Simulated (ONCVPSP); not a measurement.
An all-electron radial function and its pseudo partner (Rh)

Columns: radius, all-electron u(r) and pseudo u(r) of the 4p shell (level -50.53 eV) of rhodium in the configuration [Ar] 3d10 4s2 4p6 4d8 5s1; LDA (Perdew-Zunger), scalar-relativistic, ONCV scheme, ONCVPSP 4.0.1.

| r (bohr) | all-electron | pseudo |
| --- | --- | --- |
| 0.075 | 0.3806 | 0.0093 |
| 0.150 | -0.0222 | 0.0385 |
| 0.225 | -0.4738 | 0.0917 |
| 0.300 | -0.5858 | 0.1721 |
| 0.375 | -0.4142 | 0.2800 |
| 0.450 | -0.1025 | 0.4112 |
| 0.525 | 0.2370 | 0.5575 |
| 0.600 | 0.5399 | 0.7072 |
| 0.675 | 0.7774 | 0.8468 |
| 0.750 | 0.9436 | 0.9630 |
| 0.825 | 1.0440 | 1.0448 |
| 0.900 | 1.0897 | 1.0872 |
| 0.975 | 1.0926 | 1.0912 |
| 1.050 | 1.0644 | 1.0640 |
| 1.125 | 1.0148 | 1.0146 |
| 1.200 | 0.9517 | 0.9515 |
| 1.275 | 0.8811 | 0.8810 |
| 1.350 | 0.8075 | 0.8074 |
| 1.425 | 0.7341 | 0.7340 |
| 1.500 | 0.6629 | 0.6628 |
| 1.575 | 0.5954 | 0.5953 |
| 1.650 | 0.5323 | 0.5322 |
| 1.725 | 0.4741 | 0.4740 |
| 1.800 | 0.4210 | 0.4209 |
| 1.875 | 0.3728 | 0.3727 |
| 1.950 | 0.3293 | 0.3293 |

How many radial nodes do the two functions have?

The all-electron 4p function has n − l − 1 = 2; the pseudo-wave has 0, since the states of the same l below it are removed with the core.

At about which radius was the pseudo-wave matched?

1.30 bohr. The columns agree to 0.0005 from 1.05 bohr on; several derivatives are matched, so the curves merge somewhat inside the radius.

Is the pseudo-wave norm-conserving?

Yes: the ONCV scheme keeps the norm inside the radius equal to the all-electron one, which fixes the energy derivative of the logarithmic derivative at the level.
